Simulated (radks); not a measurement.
Valence configurations of Ir3+ (all share [Xe]). Method: scalar-relativistic Kohn-Sham, BLYP, spin-polarised, spherical densities, finite nucleus; open shells are filled with parallel spins first (spin-orbit coupling, left out, can overturn this in heavy ions); Fermi nuclear charge, rms radius 5.4032 fm; computed with a radial shooting solver on a logarithmic mesh with Libxc functionals. Energies are relative to 4f14 5d6; eigenvalues in eV for spin up.

| valence | E (eV) | moment (Bohr magnetons) | e(4f) | e(5d) | e(6p) | e(6s) |
|---|---|---|---|---|---|---|
| 4f14 5d6 | 0.000 | 4 | -93.831 | -37.862 | - | - |
| 4f14 5d5 6s1 | 3.165 | 6 | -97.706 | -40.836 | - | -33.858 |
| 4f13 5d7 | 62.530 | 4 | -105.63 | -39.482 | - | - |
| 4f14 5d4 6s2 | 12.818 | 4 | -101.95 | -43.411 | - | -34.958 |
| 4f13 5d6.5 6s0.5 | 64.923 | 5 | -107.64 | -41.049 | - | -33.503 |
| 4f11 5d7 6p2 | 252.65 | 8 | -142.15 | -51.973 | -28.072 | - |
| 4f13 5d5 6s2 | 75.062 | 6 | -113.93 | -45.693 | - | -35.646 |
| 4f13 5d6 6s1 | 67.407 | 6 | -109.68 | -42.615 | - | -34.368 |
| 4f13 5d6 6p1 | 77.092 | 6 | -111.18 | -43.890 | -25.513 | - |
| 4f11 5d8 6s1 | 222.65 | 6 | -134.70 | -45.992 | - | -35.229 |

NIST lists [Xe] 4f14 5d6 as the ground configuration; this level of theory agrees among the configurations tried. The energies are those of spherical high-spin densities, not of single terms.
